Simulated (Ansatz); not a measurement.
Species: sum formula Si$_{2}$H$_{2}$Cl$_{3}$, net charge -1, singlet state. It need not be the lowest isomer of its formula. Whether it binds its extra electron was not tested at this geometry. 
Structure (B3LYP-D3(BJ)/def2-TZVP (Ansatz, an electronic-structure program) minimum search):
```xyz
7

Si     2.3476    -0.1035     0.7581
Si     0.1373    -0.0192     0.0192
Cl    -0.4894    -0.8575    -1.8427
Cl    -1.2381    -0.9305     1.3623
Cl    -0.6234     1.9607    -0.1465
H      2.3805    -1.5900     0.3987
H      2.7975     0.3712    -0.6247
```
Charge -1, spin multiplicity 1.

Parts of the frozen-core correlation energy in cc-pV(Q+d)Z (Ansatz, hartree). Frozen orbitals: 25; correlated occupied orbitals by spin: 16 and 16; virtual: 339 and 339. Spin-orbit coupling is left out. Non-relativistic.

| term | value |
|---|---|
| reference (HF) | -1957.81693 |
| MP2 opposite-spin | [?] |
| MP2 same-spin | -0.20949 |
| CCSD correlation | [?] |
| (T) | [?] |
| T1 diagnostic | 0.013 |
| largest doubles amplitude | 0.031 |

Complete the blanks.


- MP2 opposite-spin, value: -0.68788
- CCSD correlation, value: -0.95836
- (T), value: -0.04861
